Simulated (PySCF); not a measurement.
C4H8FNSi2.
SMILES with atom numbers: `[N:1]#[C:2][C@@H:3]1[SiH2:4][SiH2:5][CH2:6][C@@H:7]1[F:8]` (hydrogens: H9 on C3; H10, H11 on Si4; H12, H13 on Si5; H14, H15 on C6; H16 on C7)

Geometry (PBE0-D3(BJ)/def2-SVP, Å), atoms numbered from 1 in this order:
```
atom  x, y, z in Å
N1     1.330   -3.175    1.232
C2     0.944   -2.256    0.642
C3     0.483   -1.091   -0.086
Si4    1.582    0.483    0.208
Si5   -0.187    1.924   -0.330
C6    -1.427    0.488   -0.588
C7    -0.964   -0.694    0.248
F8    -0.992   -0.312    1.578
H9     0.542   -1.315   -1.166
H10    2.740    0.453   -0.732
H11    2.067    0.533    1.614
H12    0.001    2.713   -1.584
H13   -0.593    2.838    0.775
H14   -2.452    0.764   -0.295
H15   -1.455    0.207   -1.653
H16   -1.638   -1.562    0.147
```

Level: wB97X-D/def2-SVPD in PySCF, non-relativistic, on one gas-phase PBE0-D3(BJ)/def2-SVP geometry that isn't relaxed in the solvent. The solvent is an IEF-PCM continuum (cavity from Bondi-type radii × 1.2). The model holds no explicit solvent molecules, cavitation or dispersion.

Gas phase at wB97X-D/def2-SVPD: HOMO -9.96 eV, LUMO 1.13 eV, dipole 5.16 D.

Task: What does the continuum do to the energy, the frontier levels and the dipole at wB97X-D/def2-SVPD in chloroform and dimethylsulfoxide?

Result: 
```tsv
solvent	ε	E(solvent) − E(gas) (kJ/mol)	polarisation term (kJ/mol)	distortion of the solute (kJ/mol)	HOMO (eV)	LUMO (eV)	dipole (D)
chloroform	4.711	-25.75	-30.63	4.88	-9.75	1.40	6.39
dimethylsulfoxide	46.83	-36.69	-47.05	10.36	-9.68	1.47	6.94
```

The polarisation term is half the interaction of the solute with the surface charges that it induces; the rest is the cost of distorting the solute's density. The sum is the electrostatic part of solvation alone. The atom shares or the degeneracy of the LUMO differ from the gas phase in dimethylsulfoxide, so that column needn't follow one orbital. From chloroform to dimethylsulfoxide the lowering changes by a factor 1.42, Onsager's factor (ε − 1)/(2ε + 1) by 1.36 and ε itself by 9.9.

Task: Which radius a makes the point-dipole formula ΔE = −[(ε − 1)/(2ε + 1)]·μ²/a³ give the value in dimethylsulfoxide, with the gas-phase dipole?

Result: μ = 2.032 au and |ΔE| = 0.01398 Eh give a = 2.77 Å; the farthest nucleus lies 3.66 Å from the centroid of the nuclei, so such a sphere wouldn't even hold the nuclei. The formula assumes a rigid point dipole at the centre of a sphere.

Task: Give the dipole vector in the frame of the coordinates (D, pointing from negative to positive charge), gas and dimethylsulfoxide.

Result: Gas (-1.71, 3.27, -3.61), solvent (-2.34, 4.06, -5.11). Its length changes by +34 % and its direction by 4°.

Task: How does the static polarisability (wB97X-D/def2-SVPD, frozen core, with the continuum's full static response) change?

Result: 
| medium | isotropic (au) | principal values (au) | ⟨r²⟩ of the electrons (bohr²) |
| --- | --- | --- | --- |
| gas | 104.2 | 84.7, 100.0, 127.8 | 1351.2 |
| chloroform | 131.1 | 108.1, 125.7, 159.5 | 1352.9 |
| dimethylsulfoxide | 144.6 | 122.0, 138.5, 173.5 | 1353.7 |

The isotropic value in dimethylsulfoxide is 1.39 times the gas-phase one; no cavity-field correction is applied. ⟨r²⟩ is taken about the centre of nuclear charge.

wB97X-D is run here without its empirical dispersion term; that term would change no orbital, density or response property at a fixed geometry.
